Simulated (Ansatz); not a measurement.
Ansatz (an electronic-structure program) job for BO, SMILES O=[B], multiplicity 2, PBE-D3(BJ)/def2-TZVPD. 

Ansatz 0.2 input:
```yaml
crystal:
  periodic: [false, false, false]
  atoms:
    - {symbol: B, position_ang: [0.00000000, 0.00000000, -0.73986543]}
    - {symbol: O, position_ang: [0.00000000, 0.00000000, 0.46241590]}
basis:
  gaussian:
    orbitals: def2-TZVPD
hamiltonian:
  xc: pbe
  dispersion: d3bj
magnetization: {spin_polarized: true, initial_magnetization: 1}
relax: {f_tol: 0.002, max_steps: 200}
```

Log of the run:

```
WARN ansatz: RAYON_NUM_THREADS=1 ignored (pool sized by the plan → 1); use --threads N
Functional definition: PBE
integrals: 0.01 GiB planned
349 factors; their error is unknown
mean field: 0.15 GiB planned
mean field evaluation 1: about -2712.2263 eV, gradient 4.7e1 eV
mean field evaluation 2: about -2608.8589 eV, gradient 1.4e2 eV
mean field evaluation 4: about -2719.6598 eV, gradient 5.3e0 eV
mean field evaluation 8: about -2719.7792 eV, gradient 1.9e-2 eV
mean field -2719.77916813 eV, -99.9500408961 hartree, gradient 5.0e-5 eV, S^2 0.759554; 0 other end points of the search recorded, 0 dependent functions left out
the calculation of the forces begins
reference -2719.77920915 eV, -99.9500424036 hartree; 7, 6 occupied and 70, 71 virtual orbitals, 349 factors
relax step   1: F+E_penalty+E_count = -2719.79155005 eV  Δ(F+E_penalty+E_count) = +0.000e0 eV  max|allowed force component| = 1.058e0 eV/Å  Δτ_max = 0.0000 Å  (29 SCF iters, accepted)
these checks for a lower state are left out or cut short: starts, cluster_reference, orbital_swaps, neighbouring_geometries, increment
integrals: 0.01 GiB planned
349 factors; their error is unknown
mean field: 0.15 GiB planned
mean field evaluation 16: about -2719.7861 eV, gradient 8.1e-1 eV
mean field -2719.78546736 eV, -99.9502723885 hartree, gradient 2.4e-5 eV, S^2 0.759776; 0 other end points of the search recorded, 0 dependent functions left out
the calculation of the forces begins
reference -2719.78550844 eV, -99.9502738985 hartree; 7, 6 occupied and 70, 71 virtual orbitals, 349 factors
relax step   2: F+E_penalty+E_count = -2719.79784863 eV  Δ(F+E_penalty+E_count) = -6.299e-3 eV  max|allowed force component| = 1.846e-1 eV/Å  Δτ_max = 0.0051 Å  (30 SCF iters, accepted)
these checks for a lower state are left out or cut short: starts, cluster_reference, orbital_swaps, neighbouring_geometries, increment
integrals: 0.01 GiB planned
349 factors; their error is unknown
mean field: 0.15 GiB planned
mean field -2719.78567450 eV, -99.9502800011 hartree, gradient 1.8e-5 eV, S^2 0.759823; 0 other end points of the search recorded, 0 dependent functions left out
the calculation of the forces begins
reference -2719.78571560 eV, -99.9502815115 hartree; 7, 6 occupied and 70, 71 virtual orbitals, 349 factors
relax step   3: F+E_penalty+E_count = -2719.79805564 eV  Δ(F+E_penalty+E_count) = -2.070e-4 eV  max|allowed force component| = 5.011e-3 eV/Å  Δτ_max = 0.0011 Å  (31 SCF iters, accepted)
these checks for a lower state are left out or cut short: starts, cluster_reference, orbital_swaps, neighbouring_geometries, increment
integrals: 0.01 GiB planned
349 factors; their error is unknown
mean field: 0.15 GiB planned
mean field evaluation 32: about -2719.7880 eV, gradient 4.0e-2 eV
mean field -2719.78567465 eV, -99.9502800063 hartree, gradient 1.5e-5 eV, S^2 0.759825; 0 other end points of the search recorded, 0 dependent functions left out
the calculation of the forces begins
reference -2719.78571575 eV, -99.9502815167 hartree; 7, 6 occupied and 70, 71 virtual orbitals, 349 factors
relax step   4: F+E_penalty+E_count = -2719.79805577 eV  Δ(F+E_penalty+E_count) = -1.378e-7 eV  max|allowed force component| = 1.635e-3 eV/Å  Δτ_max = 0.0000 Å  (21 SCF iters, accepted)
integrals: 0.01 GiB planned
349 factors; their error is unknown
mean field: 0.15 GiB planned
mean field -2719.78567465 eV, -99.9502800063 hartree, gradient 1.6e-5 eV, S^2 0.759825; 1 other end points of the search recorded, 0 dependent functions left out
the calculation of the forces begins
reference -2719.78571575 eV, -99.9502815167 hartree; 7, 6 occupied and 70, 71 virtual orbitals, 349 factors
Total energy: -2719.79809687 eV, -99.9507365148 hartree
Atom 0 at     0.000000    -0.000000    -0.746110 Å, force    -0.000000    -0.000000     0.001636 eV/Å
Atom 1 at    -0.000000     0.000000     0.468661 Å, force     0.000000     0.000000    -0.001636 eV/Å
Dipole moment:     0.000000     0.000000    -0.458506 e Å
```

The run converged.

Cost: very roughly 5 core-seconds.
